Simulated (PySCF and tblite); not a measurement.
The numbers below are computed, except where a source is named.
3 regioisomers of C₈H₁₀:

```
isomer                                                SMILES
     A  [CH3:1][c:2]1[cH:3][cH:4][c:5]([CH3:6])[cH:7][cH:8]1
     B  [CH3:1][c:2]1[cH:3][cH:4][cH:5][c:6]([CH3:7])[cH:8]1
     C    [CH3:1][c:2]1[cH:3][cH:4][cH:5][cH:6][c:7]1[CH3:8]
```

Protocol: conformer search, at most 5 conformers an isomer, GFN2-xTB geometries, energies PBE0/pcSseg-1 (D3(BJ) added where defined), weights at 298.15 K with GFN2-xTB thermal terms. Programs: PySCF with density fitting and tblite.

(1) Rank the isomers by free energy at 298.15 K.

At least one structure keeps an imaginary mode at the tight-binding level.

Results:

(1) 
| isomer | ΔG (kcal/mol) | ΔE, lowest conformer | conformers | largest weight % | rms dipole (D) |
| --- | --- | --- | --- | --- | --- |
| B | 0.0 | 0.2 | 1 | 100 | 0.41 |
| A | 1.0 | 0.4 | 1 | 100 | 0.11 |
| C | 1.8 | 0.0 | 1 | 100 | 0.70 |
